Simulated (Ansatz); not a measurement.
`SB1CO1` + `BO` → `BOB1CO1` + H₂S at 298.15 K and 1 bar (ligand exchange at a B–S bond).

Isolated molecules relaxed with PBE0-D4/def2-TZVP in Ansatz; ΔE leaves out vibrations. CCSD(T)/CBS adds triple-zeta CCSD(T) − MP2 to the extrapolated MP2 energy (def2 sets, frozen cores). This one scheme is used for every species. Each species was taken in one conformer, which may not be the lowest.

| species | CCSD(T)/CBS energy (Eh) | H − E (kJ/mol) | S (J/(mol·K)) |
| --- | --- | --- | --- |
| `SB1CO1` | -537.61656 | 130.3 | 287.5 |
| `BO` | -101.80414 | 103.5 | 230.4 |
| `BOB1CO1` | -240.45540 | 176.2 | 322.1 |
| H₂S | -398.97279 | 49.9 | 205.7 |

H − E and S are ideal-gas, rigid-rotor, harmonic terms from PBE0-D4/def2-TZVP, for one conformer and one mirror image of each species. 1 Eh = 2625.50 kJ/mol, R = 8.31446 J/(mol·K).

By hand: ΔE, ΔH, ΔS and ΔG.

ΔE = (-240.45540) + (-398.97279) − (-537.61656) − (-101.80414) = -0.00749 Eh = -19.7 kJ/mol. Δ(H − E) = 176.2 + 49.9 − 130.3 − 103.5 = -7.7, so ΔH = -27.4 kJ/mol. ΔS = 322.1 + 205.7 − 287.5 − 230.4 = 9.9 J/(mol·K). ΔG = -27.4 − 298.15 × (9.9)/1000 = -30.4 kJ/mol.

By hand: the equilibrium constant, and the temperature at which ΔG would vanish if ΔH and ΔS stayed fixed.

log₁₀ K = −ΔG/(RT ln 10) = 5.3. ΔH and −TΔS have one sign here, so there is no such temperature.

The number of gas molecules stays the same, so ΔS is small and ΔH decides. A doubt of 5 kJ/mol in ΔE shifts log₁₀ K by 0.9 here. Other conformers and mirror images would add mixing entropy, several J/(mol·K) or more a flexible species. Modes under 60 cm⁻¹, often nearly free rotors, make the harmonic entropy too high. These are equilibria of isolated gas molecules and say nothing of rates. Largest T1 diagnostic: 0.015 (customary marks: 0.02 for closed shells, 0.045 for open ones).

ΔS is within the doubt of such terms, so its sign, and with it that verdict, could turn.
